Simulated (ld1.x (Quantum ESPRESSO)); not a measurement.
## Scattering properties, ultrasoft potential for Sb

* Element: antimony
* Generator: ld1.x (Quantum ESPRESSO) 7.5
* Type: ultrasoft
* Functional: PBE
* Relativity: fully relativistic
* Frozen core: [Kr] 4d10
* Valence charge: 5
* Reference configuration: 5s1.5 5p3.5
* Partial waves: 5s (bound): rcut 1.40, rcutus 1.90 bohr; 5s channel at -0.35 Ry: rcut 1.40, rcutus 1.90 bohr; 5p (bound): rcut 2.00, rcutus 2.55 bohr; 5p channel at 0.85 Ry: rcut 2.00, rcutus 2.55 bohr
* Local potential: all-electron potential smoothed inside 2.10 bohr (lloc = -2)
* Core correction: a·sin(br)/r model core, default radius (core density twice the valence density)
* Augmentation charge: PSQ, inside the norm-conserving radii

Open shells are filled in proportion to 2j + 1 (rel_dist='average').

The phase is arctan(r·u′/u) with u = r·R(r), unwrapped; energies in Ry, scanned from -3 to 5 Ry. A pole is an energy at which the radial function vanishes at the test radius. The pseudo phase is shifted by a multiple of π to meet the all-electron one at the reference energy, and phase errors are pseudo minus all-electron; the curves can meet again beyond the range given. Levels narrower than the energy grid can be missing from the lists of poles.

Problem. For each channel, where are the poles, and over which energies does the pseudopotential scatter like the atom?

Solution.

```csv
channel,radius (bohr),reference energy (Ry),"poles, all-electron","poles, pseudo",unbroken range about the reference energy with phases within 0.05 rad,phase error 1 Ry above the reference energy (rad)
s,2.75,-0.97,-0.07,-0.07,below 2.9,-0.000
p1/2,2.75,-0.41,0.99,0.99,below 3.5,-0.000
p3/2,2.75,-0.36,1.18,1.18,below 3.7,-0.000
```

Phases in the s channel:

```
E (Ry)  all-electron  pseudo
 -3.00         1.289   1.289
 -2.76         1.264   1.263
 -2.52         1.230   1.230
 -2.28         1.183   1.182
 -2.04         1.110   1.110
 -1.80         0.987   0.986
 -1.56         0.731   0.731
 -1.32         0.110   0.110
 -1.08        -0.769  -0.769
 -0.84        -1.204  -1.204
 -0.60        -1.393  -1.393
 -0.36        -1.494  -1.494
 -0.12        -1.560  -1.560
  0.12        -1.607  -1.607
  0.36        -1.646  -1.646
  0.60        -1.680  -1.680
  0.84        -1.712  -1.712
  1.08        -1.745  -1.745
  1.32        -1.781  -1.781
  1.56        -1.821  -1.822
  1.80        -1.871  -1.873
  2.04        -1.936  -1.939
  2.28        -2.027  -2.033
  2.52        -2.165  -2.179
  2.76        -2.395  -2.426
  3.00        -2.793  -2.863
  3.24        -3.355  -3.455
  3.48        -3.832  -3.915
  3.72        -4.117  -4.178
  3.96        -4.282  -4.330
  4.20        -4.386  -4.427
  4.44        -4.456  -4.494
  4.68        -4.507  -4.545
  4.92        -4.545  -4.585
```
